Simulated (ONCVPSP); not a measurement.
# Before and after: ONCV potential for Cr

Cr, optimised norm-conserving Vanderbilt (ONCV), made with ONCVPSP 4.0.1 (PBE, fully relativistic). Core [Ne], reference 3s2 3p6 3d5 4s0.75 4p0.25. Waves: 3s+4s: rc 1.50 bohr, ncon 4, nbas 8, qcut 8.8 1/bohr, 2 projectors; 3p+4p: rc 1.70 bohr, ncon 4, nbas 7, qcut 8.2 1/bohr, 2 projectors; 3d: rc 1.05 bohr, ncon 4, nbas 8, qcut 9.9 1/bohr, 2 projectors, debl 2.4 Ha. Local part: polynomial inside 0.75 bohr (lpopt 5, dvloc0 0 Ha). Core correction: none.

Open shells are filled in proportion to 2j + 1.

All-electron outer shells of the reference configuration (PBE, scalar-relativistic, ld1.x):

```csv
shell,level (eV),outermost node (bohr),outermost maximum (bohr)
2s,-667.49,0.09,0.24
2p,-561.04,–,0.20
3s,-74.36,0.36,0.78
3p,-45.82,0.33,0.80
4s,-4.27,1.12,2.74
3d,-3.28,–,0.84
4p,-1.20,1.25,3.89
```

Change: all radii scaled by about 1.07 (s 1.60, p 1.82, d 1.12 bohr); local potential polynomial inside 0.80 bohr (lpopt 5, dvloc0 0 Ha).

Cutoffs: the cutoffs (Ha) at which the residual kinetic energy of the hardest occupied pseudo-wave falls to 1 and 0.1 mHa per electron; they do not see the model core or the augmentation charge, which bear on the density cutoff. Errors are all-electron minus pseudo energies relative to the spin-unpolarised reference configuration.

Question: Predict the effect on cutoff, ghosts and configuration errors.

Answer: The potential gets softer (127 Ha and 212 Ha → 74 Ha and 182 Ha); the bound ghost in p disappears; the errors of the 3 common tests hardly move. A larger radius leaves more room for a smooth pseudo-wave, so fewer plane waves are needed.

```tsv
quantity	base	changed
cutoff, loose	127 Ha	74 Ha
cutoff, tight	212 Ha	182 Ha
loose cutoff by channel	s 24 Ha, p 24 Ha, d 127 Ha	s 22 Ha, p 23 Ha, d 74 Ha
bound ghosts	p1/2	none
GHOST(+) flags under 300 eV	s at 264.5 eV	s at 244.0 eV
tests with a reliable result	3 of 4	3 of 4
error for 3s2 3p6 3d5 4s1 4p0, meV [ΔE -0.76 eV]	-0.1	-0.1
error for 3s2 3p6 3d5 4s0 4p0, meV [ΔE 6.14 eV]	+1.2	+1.2
error for 3s2 3p6 3d4 4s1 4p1, meV [ΔE 2.75 eV]	+3.2	+3.0
```

 A true bound ghost makes a file unfit for plane-wave use even where its test errors are small: the radial tests pick states by their node count and pass the ghost by.
